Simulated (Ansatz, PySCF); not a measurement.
Gas-phase reaction (SMILES): C[Si](C)(C)F + N (NH3) → C[Si](C)(C)N + F (HF); ammonia cleaves one Si-F bond, a model of a ligand-exchange step.

Each molecule is optimised on its own at B3LYP-D3(BJ)/def2-TZVP (Ansatz, a quantum-chemistry and plane-wave program), one conformer each, not searched for the lowest. Valence correlation only, unless marked. No spin-orbit coupling. No relativistic terms. Basis-set limits of correlation are two-point, X^-3; Hartree-Fock from the larger set. Thermal terms are rigid-rotor harmonic-oscillator values from B3LYP-D3(BJ) frequencies (PySCF) at 298.15 K and 1 atm. 1 Eh = 627.5095 kcal/mol.

| species | E, CCSD(T)/CBS(cc-pV(T+d)Z,cc-pV(Q+d)Z) (Ansatz) (Eh) | E, PBE0-D4/def2-TZVPD (Ansatz + dftd4) (Eh) | H - E (Eh) | G - E (Eh) |
|---|---|---|---|---|
| C[Si](C)(C)F | -508.54862 | -508.92134 | 0.12234 | 0.08240 |
| N (NH3) | -56.50369 | -56.51535 | 0.03799 | 0.01614 |
| C[Si](C)(C)N | -464.62283 | -465.00501 | 0.14628 | 0.10364 |
| F (HF) | -100.39146 | -100.39487 | 0.01259 | -0.00713 |

Problem. Work out ΔE and ΔH, ΔG, ΔS and the equilibrium constant at 298.15 K at the first level, then ΔH at the second.

Solution. 
1. ΔE = [(-464.62283) + (-100.39146)] - [(-508.54862) + (-56.50369)] = 0.03802 Eh = 23.9 kcal/mol at CCSD(T)/CBS(cc-pV(T+d)Z,cc-pV(Q+d)Z).
2. The terms H - E add up to -0.00146 Eh, so ΔH = (0.03802 + (-0.00146))×627.5095 = 22.9 kcal/mol.
3. The terms G - E add up to -0.00203 Eh, so ΔG = 22.6 kcal/mol, and ΔS = (-0.00146 - (-0.00203))×627509.5/298.15 = 1.2 cal/(mol K).
4. log10 K = -ΔG/(RT ln 10) = -16.6, with RT ln 10 = 1.3642 kcal/mol.
5. At PBE0-D4/def2-TZVPD the same steps give ΔE = 23.1 and ΔH = 22.2 kcal/mol, a shift of -0.7 from the first level.
6. These values are not checked against measurement here, since the tables used lack a sound gas-phase enthalpy of formation for at least one species.
